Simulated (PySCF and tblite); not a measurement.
Values are calculated unless marked as measured or tabulated.
System: C6H12O, numbered as in [CH3:1][O:2][CH:3]1[CH2:4][CH2:5][CH2:6][CH2:7]1.

Motion: rotation about the C3–O2 bond (torsion C4–C3–O2–C1 from 80° to -55°, falling). GFN2-xTB gives an electronic barrier of 4.4 kcal/mol and a reaction energy of 1.1 kcal/mol.

Question: What does PBE0/pcSseg-1 + D3(BJ) give on GFN2-xTB geometries?

Answer: A barrier of 5.5 kcal/mol, 1.2 above the tight-binding barrier (from unrounded values), a reaction energy of 2.4 kcal/mol and, with GFN2-xTB thermal terms, ΔG‡(298 K) = 6.3 kcal/mol and k = 1.6×10⁸ s⁻¹ (1 equivalent path).

Programs: tblite and PySCF.
